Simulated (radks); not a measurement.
Excited configurations of neutral germanium: one electron is placed in a higher orbital outside [Ar] 3d10 4s2 4p1. The ground configuration is [Ar] 3d10 4s2 4p2. Method: scalar-relativistic Kohn-Sham, r2SCAN, spin-polarised, spherical densities, finite nucleus; open shells are filled with parallel spins first; meta-GGA in the generalised Kohn-Sham scheme; Fermi nuclear charge, rms radius 4.0742 fm; computed with a radial shooting solver on a logarithmic mesh with Libxc functionals. Excitation = E - E(ground); binding = E(ion) - E, where the ion is the core of charge +1; n* = 1/sqrt(2 binding) in atomic units, and the quantum defect is n - n*.

outer orbital  excitation (eV)  binding (eV)  quantum defect  <r> (bohr)
4d                       6.467         1.694           1.166       8.894
5s                       4.916         3.245           2.952       6.551
5p                       5.983         2.178           2.501       8.891
5d                       7.107         1.054           1.408       17.37
6p                       7.002         1.159           2.574       17.77
7f                       7.839         0.322           0.499       64.59

The Delta-SCF ionisation energy is 8.161 eV (NIST Atomic Spectra Database: 7.899 eV, measured). Self-interaction in the functional shifts the binding energies and quantum defects, so they are the method's values and not measured ones. Open shells are spherical and high-spin; term and fine-structure splittings are not resolved.
